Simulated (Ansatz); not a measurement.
Calculated with Ansatz (gas phase, PBE0-D4/def2-TZVP geometries, no zero-point term in ΔE). CCSD(T)/CBS is the MP2 limit (def2-TZVPP, def2-QZVPP) plus CCSD(T) − MP2 in def2-TZVPP, frozen cores. DFT in def2-TZVPP. B3LYP here is the variant with VWN-RPA as its local correlation; programs differ in this. One conformer a species, not always the lowest.

`C[Si](O)(O)[SiH3]` → `C[SiH2][SiH](O)O`  (isomerisation)

| level | ΔE (kJ/mol) |
| --- | --- |
| B3LYP | 13.0 |
| HF/def2-TZVPP | 12.5 |
| HF/def2-QZVPP | 12.2 |
| MP2/CBS(def2) | 13.1 |

(1) What does CCSD(T)/CBS give? (Estimate.)

Largest T1 diagnostic among the species: 0.012.

## Answers

(1) The calculation gave: +14.2 kJ/mol. The listed levels differ from it by -1.2, -1.7, -2.0, -1.1 kJ/mol.

CCSD(T)/CBS has its own doubt, a few kJ/mol and more with outer-core shells, so smaller differences from it don't rank the levels.
